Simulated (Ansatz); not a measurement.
A run for Ansatz (an electronic-structure program): R-CCSD(T)/cc-pV(Q+d)Z on H2OSi (SMILES O=[SiH2]). Files ending in .json are basis or fitting sets from the Basis Set Exchange.

Ansatz 0.2 input:
```yaml
crystal:
  periodic: [false, false, false]
  atoms:
    - {symbol: O, position_ang: [1.27473657, -0.46003416, 0.43079262]}
    - {symbol: Si, position_ang: [0.02840106, -0.01025721, -0.31292646]}
    - {symbol: H, position_ang: [-1.09483418, -0.90783367, -0.66705205]}
    - {symbol: H, position_ang: [-0.20830345, 1.37812503, -0.77023665]}
basis:
  gaussian:
    orbitals: cc-pV_Q+d_Z.json
magnetization: {spin_polarized: false}
correlation: {method: ccsd_t, electrons: outside_noble_gas}
scf: {lower_state_search: off}
```

The log:

```
WARN ansatz: RAYON_NUM_THREADS=2 ignored (pool sized by the plan → 2); use --threads N
Functional definition: HF
these checks for a lower state are left out or cut short: stability, starts, cluster_reference, orbital_swaps, neighbouring_geometries, increment
integrals: 0.59 GiB planned
1080 factors; integrals over basis functions are off by at most 6.4e-4 eV
mean field: 0.41 GiB planned
mean field evaluation 1: about -9927.5354 eV, gradient 4.8e1 eV
mean field evaluation 2: about -9927.5355 eV, gradient 4.8e1 eV
mean field evaluation 4: about -9932.0425 eV, gradient 2.8e0 eV
mean field evaluation 8: about -9932.0795 eV, gradient 1.9e-1 eV
mean field -9932.07995291 eV, -364.9972060640 hartree, gradient 4.5e-6 eV, S^2 0.000000; 0 other end points of the search recorded, 0 dependent functions left out
6 core orbitals not correlated
reference -9932.07995291 eV, -364.9972060640 hartree; 6, 6 occupied and 167, 167 virtual orbitals, 1080 factors
second order -10.59678802 eV of doubles, -0.00000000 eV of singles
coupled cluster: 1.58 GiB planned
cycle   1  -10.31691274 eV  change    2.8e-1 eV  update   1.1e-1
cycle   2  -10.65816996 eV  change   -3.4e-1 eV  update   4.2e-2
cycle   3  -10.78002820 eV  change   -1.2e-1 eV  update   2.1e-2
cycle   4  -10.76499679 eV  change    1.5e-2 eV  update   6.5e-3
cycle   5  -10.76374041 eV  change    1.3e-3 eV  update   3.1e-3
cycle   6  -10.76539831 eV  change   -1.7e-3 eV  update   1.1e-3
cycle   7  -10.76498699 eV  change    4.1e-4 eV  update   4.5e-4
cycle   8  -10.76495486 eV  change    3.2e-5 eV  update   1.3e-4
cycle   9  -10.76501236 eV  change   -5.8e-5 eV  update   4.6e-5
cycle  10  -10.76500515 eV  change    7.2e-6 eV  update   1.6e-5
cycle  11  -10.76499775 eV  change    7.4e-6 eV  update   6.4e-6
perturbative correction -0.48094652 eV, -0.0176744585 hartree
Total energy: -9943.32589718 eV, -365.4104868930 hartree
Checks for a lower state left out: stability, starts, cluster_reference, orbital_swaps, neighbouring_geometries, increment
```

The run converged.

Cost: roughly 30 core-seconds.
